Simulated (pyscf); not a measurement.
Structures and frequencies: ωB97X-D3(BJ)/def2-SVP in PySCF. Correlated levels are frozen-core, on RHF or UHF. ΔMP2 is the change of the MP2 total energy from the triple- to the quadruple-zeta basis.

### Question
For the elementary gas-phase step Ga–AsH₂ [singlet] → HGa=AsH (singlet surface; As–H broken, Ga–H formed), what barrier and reaction energy does CCSD(T)/def2-TZVPP + ΔMP2(QZVPP) give, measured from the reactant's lowest minimum found?

### Answer
ΔE‡ = 1.72 eV, ΔE = +0.38 eV. Zero-point energy shifts the barrier by -0.08 eV. It is a hydrogen shift, with an imaginary mode of 943i cm⁻¹. One saddle was located; it need not be the lowest between these sides. A restricted solution here is unstable towards spin polarisation, so biradical character is likely and single-reference numbers are less safe. The CCSD(T) − MP2 part came from Ansatz, without density fitting, on the same reference. The frozen core leaves the outer d or s,p core shells of the metals and heavy elements correlated in the MP2 and CC values, and def2-TZVPP describes them poorly, which can shift differences by a few kcal/mol. Elements up to Kr have no core potential and no relativistic terms here.
